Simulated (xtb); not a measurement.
xtb input for N-methylmethanimine (C2H5N), SMILES C=NC, GFN2-xTB. 

```
$ xtb mol.xyz --gfn 2 --ohess tight --chrg 0 --uhf 0 --json
$ cat mol.xyz
8

C      1.00350000    -0.19210000     0.12090000
N     -0.14150000     0.69560000     0.30090000
C     -1.26320000     0.27990000    -0.06450000
H      1.68870000     0.36260000    -0.55710000
H      1.49540000    -0.33840000     1.06090000
H      0.74380000    -1.12260000    -0.35490000
H     -1.50970000    -0.66480000    -0.55840000
H     -2.09340000     0.97370000     0.08240000
```

Log of the run:

```
[banner left out]
          |                Calculation Setup                |
           -------------------------------------------------



           -------------------------------------------------
          |                 G F N 2 - x T B                 |
           -------------------------------------------------

        Reference                      10.1021/acs.jctc.8b01176
      * Hamiltonian:
        H0-scaling (s, p, d)           1.850000    2.230000    2.230000
        zeta-weighting                 0.500000
      * Dispersion:
        s8                             2.700000
        a1                             0.520000
        a2                             5.000000
        s9                             5.000000
      * Repulsion:
        kExp                           1.500000    1.000000
        rExp                           1.000000
      * Coulomb:
        alpha                          2.000000
        third order                    shell-resolved
        anisotropic                    true
        a3                             3.000000
        a5                             4.000000
        cn-shift                       1.200000
        cn-exp                         4.000000
        max-rad                        5.000000


          ...................................................
          :                      SETUP                      :
          :.................................................:
          :  # basis functions                  17          :
          :  # atomic orbitals                  17          :
          :  # shells                           11          :
          :  # electrons                        18          :
          :  max. iterations                   250          :
          :  Hamiltonian                  GFN2-xTB          :
          :  restarted?                      false          :
          :  GBSA solvation                  false          :
[...]
           -------------------------------------------------
step length          :   0.00500
SCC accuracy         :   0.30000
Hessian scale factor :   1.00000
frozen atoms in %    :   0.00000    0
RMS gradient         :   0.00032
estimated CPU  time      0.00 min

writing file <hessian>.

 projected vibrational frequencies (cm⁻¹)
eigval :       -0.00    -0.00    -0.00    -0.00     0.00     0.00
eigval :      201.45   451.41   668.23   985.47  1012.12  1064.21
eigval :     1094.75  1205.87  1388.35  1421.87  1456.00  1471.52
eigval :     1762.86  2851.62  2884.21  2989.11  3005.09  3078.23
           -------------------------------------------------
          |                Property Printout                |
           -------------------------------------------------

    * Orbital Energies and Occupations

         #    Occupation            Energy/Eh            Energy/eV
      -------------------------------------------------------------
         1        2.0000           -0.6467440             -17.5988
         2        2.0000           -0.6114319             -16.6379
         3        2.0000           -0.5585681             -15.1994
         4        2.0000           -0.5222988             -14.2125
         5        2.0000           -0.5137288             -13.9793
         6        2.0000           -0.5066300             -13.7861
         7        2.0000           -0.4602056             -12.5228
         8        2.0000           -0.4384848             -11.9318
         9        2.0000           -0.3747659             -10.1979 (HOMO)
        10                         -0.2380963              -6.4789 (LUMO)
        11                          0.0949421               2.5835
        12                          0.1320672               3.5937
        13                          0.1617644               4.4018
        14                          0.1995529               5.4301
        15                          0.2086645               5.6781
        16                          0.3132977               8.5253
        17                          0.5831267              15.8677
      -------------------------------------------------------------
                  HL-Gap            0.1366696 Eh            3.7190 eV
             Fermi-level           -0.3064311 Eh           -8.3384 eV

     #   Z          covCN         q      C6AA      α(0)
     1   6 C        3.722    -0.027    21.174     6.572
     2   7 N        1.819    -0.197    26.083     7.567
     3   6 C        2.801     0.034    27.228     8.548
     4   1 H        0.924     0.057     2.239     2.340
     5   1 H        0.924     0.057     2.239     2.340
     6   1 H        0.923     0.020     2.741     2.589
     7   1 H        0.924     0.009     2.905     2.666
     8   1 H        0.926     0.048     2.344     2.394

 Mol. C6AA /au·bohr⁶  :        518.812134
 Mol. C8AA /au·bohr⁸  :      10828.117699
 Mol. α(0) /au        :         35.015761


Wiberg/Mayer (AO) data.
largest (>0.10) Wiberg bond orders for each atom

 ---------------------------------------------------------------------------
     #   Z sym  total        # sym  WBO       # sym  WBO       # sym  WBO
 ---------------------------------------------------------------------------
     1   6 C    3.987 --     2 N    1.046     6 H    0.973     5 H    0.964
                             4 H    0.963
     2   7 N    3.091 --     3 C    1.979     1 C    1.046
     3   6 C    3.973 --     2 N    1.979     8 H    0.968     7 H    0.949
     4   1 H    0.997 --     1 C    0.963
     5   1 H    0.997 --     1 C    0.964
     6   1 H    1.000 --     1 C    0.973
     7   1 H    1.000 --     3 C    0.949
     8   1 H    0.998 --     3 C    0.968
 ---------------------------------------------------------------------------

Topologies differ in total number of bonds
Writing topology from bond orders to xtbtopo.mol

molecular dipole:
                 x           y           z       tot (Debye)
 q only:        0.068      -0.186      -0.072
   full:       -0.052      -0.513      -0.237       1.441
molecular quadrupole (traceless):
                xx          xy          yy          xz          yz          zz
 q only:        1.865      -0.480      -1.117       0.197      -0.286      -0.747
  q+dip:        2.694      -0.171      -1.675       0.514      -0.362      -1.019
   full:        2.532      -0.404      -2.027       0.254      -0.908      -0.505

           -------------------------------------------------
          |                Geometry Summary                 |
           -------------------------------------------------

      molecular mass/u    :       43.0678788
   center of mass at/Å    :       -0.1127602       0.2373428       0.0926817
  moments of inertia/u·Å² :        0.9008843E+01   0.4729628E+02   0.5318406E+02
rotational constants/cm⁻¹ :        0.1871232E+01   0.3564261E+00   0.3169677E+00

 * 7 selected distances

     #   Z          #   Z                                           value/Å
     1   6 C        2   7 N                                       1.4276012 (max)
     2   7 N        3   6 C                                       1.2495687
     1   6 C        4   1 H                                       1.0908451
     1   6 C        5   1 H                                       1.0905370
     1   6 C        6   1 H                                       1.0989175
     3   6 C        7   1 H                                       1.0976270
     3   6 C        8   1 H                                       1.0798494 (min)

 * 2 distinct bonds (by element types)

   Z      Z             #   av. dist./Å        max./Å        min./Å
   1 H    6 C           5     1.0915552     1.0989175     1.0798494
   6 C    7 N           2     1.3385850     1.4276012     1.2495687

           -------------------------------------------------
          |               Frequency Printout                |
           -------------------------------------------------
 projected vibrational frequencies (cm⁻¹)
eigval :       -0.00    -0.00    -0.00    -0.00     0.00     0.00
eigval :      201.45   451.41   668.23   985.47  1012.12  1064.21
eigval :     1094.75  1205.87  1388.35  1421.87  1456.00  1471.52
Molecule has the following symmetry elements: (sigma)
It seems to be the Cs point group
eigval :     1762.86  2851.62  2884.21  2989.11  3005.09  3078.23
 reduced masses (amu)
   1:  9.01   2: 10.83   3: 11.04   4: 10.35   5:  6.93   6:  9.77   7:  3.71   8:  7.70
   9:  1.80  10:  4.21  11:  9.50  12:  3.31  13:  4.35  14:  7.42  15:  2.86  16:  2.05
  17:  1.59  18:  1.61  19: 12.59  20:  1.70  21:  1.68  22:  1.92  23:  1.46  24:  1.79
 IR intensities (km·mol⁻¹)
   1:  1.88   2:  0.28   3:  0.01   4:  0.87   5:  7.51   6:  0.71   7: 11.25   8:  7.97
   9:  0.78  10:  9.02  11: 21.76  12:  2.88  13:  0.04  14: 19.45  15:  0.06  16:  6.13
  17:  3.02  18: 13.38  19: 26.37  20: 98.91  21:103.01  22: 18.23  23: 17.55  24: 30.69
 Raman intensities (Ä⁴*amu⁻¹)
   1:  0.00   2:  0.00   3:  0.00   4:  0.00   5:  0.00   6:  0.00   7:  0.00   8:  0.00
   9:  0.00  10:  0.00  11:  0.00  12:  0.00  13:  0.00  14:  0.00  15:  0.00  16:  0.00
  17:  0.00  18:  0.00  19:  0.00  20:  0.00  21:  0.00  22:  0.00  23:  0.00  24:  0.00
 output can be read by thermo (or use thermo option).
 writing <g98.out> molden fake output.
 recommended (thermochemical) frequency scaling factor: 1.0
           -------------------------------------------------
          |             Thermodynamic Functions             |
           -------------------------------------------------

cs  symmetry found (for desy threshold:  0.10E+00) used in thermo

          ...................................................
          :                      SETUP                      :
          :.................................................:
          :  # frequencies                          18      :
          :  # imaginary freq.                       0      :
          :  linear?                             false      :
          :  only rotor calc.                    false      :
          :  symmetry                               cs      :
          :  rotational number                       1      :
          :  scaling factor                  1.0000000      :
          :  rotor cutoff                   50.0000000 cm⁻¹ :
          :  imag. cutoff                  -20.0000000 cm⁻¹ :
          :.................................................:

    mode    ω/cm⁻¹     T·S(HO)/kcal·mol⁻¹    T·S(FR)/kcal·mol⁻¹   T·S(vib)
   ------------------------------------------------------------------------
       1    201.45    -0.63203 ( 99.62%)    -0.64306 (  0.38%)    -0.63208
   ------------------------------------------------------------------------

   temp. (K)  partition function   enthalpy   heat capacity  entropy
                                   cal/mol     cal/K/mol   cal/K/mol   J/K/mol
 298.15  VIB   1.96                  702.524      6.048      3.689
         ROT  0.115E+05              888.752      2.981     21.562
         INT  0.225E+05             1591.277      9.029     25.251
         TR   0.273E+27             1481.254      4.968     37.190
         TOT                        3072.5305    13.9967    62.4409   261.2525

       T/K    H(0)-H(T)+PV         H(T)/Eh          T*S/Eh         G(T)/Eh
   ------------------------------------------------------------------------
    298.15    0.489639E-02    0.709459E-01    0.296677E-01    0.412782E-01
   ------------------------------------------------------------------------

         :::::::::::::::::::::::::::::::::::::::::::::::::::::
         ::                  THERMODYNAMIC                  ::
         :::::::::::::::::::::::::::::::::::::::::::::::::::::
         :: total free energy          -9.669847593169 Eh   ::
         ::.................................................::
         :: total energy               -9.711125820845 Eh   ::
         :: zero point energy           0.066049501433 Eh   ::
         :: G(RRHO) w/o ZPVE           -0.024771273758 Eh   ::
         :: G(RRHO) contrib.            0.041278227676 Eh   ::
         :::::::::::::::::::::::::::::::::::::::::::::::::::::

optimized geometry written to: xtbopt.xyz


           -------------------------------------------------
          | TOTAL ENERGY               -9.711125820845 Eh   |
          | TOTAL ENTHALPY             -9.640179930419 Eh   |
Note: The following floating-point exceptions are signalling: IEEE_UNDERFLOW_FLAG IEEE_DENORMAL
normal termination of xtb
          | TOTAL FREE ENERGY          -9.669847593169 Eh   |
          | GRADIENT NORM               0.000316200802 Eh/α |
          | HOMO-LUMO GAP               3.718969245826 eV   |
           -------------------------------------------------

------------------------------------------------------------------------
------------------------------------------------------------------------
 total:
 SCF:
 ANC optimizer:
 analytical hessian:
```

Self-consistency was reached.

Cost: roughly 0.17 core-seconds.
